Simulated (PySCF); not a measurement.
TeS: energy against distance

Set-up: Te cc-pVDZ-PP with ECP28, S cc-pV(D+d)Z; scalar-relativistic core potentials (PySCF 2.14). Energies in eV from Te + S in their ground configurations at the same level. State: ³Σ⁻ (triplet), unpaired electrons π ↑↑.

```
R (Å)  UHF-CCSD(T)  UHF-SCS-MP2  LC-ωPBE
1.930                    -0.871   -1.545
2.020       -1.896       -1.893   -2.437
2.109       -2.485       -2.457   -2.874
2.177       -2.711       -2.665   -2.988
2.244       -2.803       -2.739   -2.967
2.311       -2.795       -2.713   -2.844
2.401       -2.674       -2.569   -2.566
2.513       -2.408       -2.246   -2.099
2.648       -1.994       -1.845   -1.444
2.827                    -1.287   -0.533
```

Question: Put a parabola through the three lowest points of the UHF-CCSD(T) curve and estimate Re, k and ωe (reduced mass 25.66 u; 1 eV/Å² = 0.16022 mdyn/Å; ωe = 1302.8·√(k/μ) cm⁻¹).

Answer: Through R = 2.177, 2.244, 2.311 Å the second-order coefficient is 11.1 eV/Å², so Re ≈ 2.272 Å, k ≈ 3.57 mdyn/Å and ωe ≈ 486 cm⁻¹. A polynomial fit of higher order to the unrounded UHF-CCSD(T) energies gives Re = 2.270 Å, k = 3.12 mdyn/Å, ωe = 454 cm⁻¹; anharmonicity and rounding make the difference.

The higher-order fit for each curve: UHF-CCSD(T): Re = 2.270 Å, ωe = 454 cm⁻¹, De = 2.81 eV; UHF-SCS-MP2: Re = 2.258 Å, ωe = 462 cm⁻¹, De = 2.74 eV; LC-ωPBE: Re = 2.198 Å, ωe = 537 cm⁻¹, De = 2.99 eV.

Correlated steps freeze 9 core orbitals. Correlated levels converge slowly with the basis: in double zeta they bind strong bonds too weakly, by up to about 1 eV, and carry superposition errors of some tenths. Spin–orbit coupling is left out, which matters for elements this heavy, above all for dissociation energies. The state is the lowest determinant that a PBE0 search found; another state may lie lower at other levels.
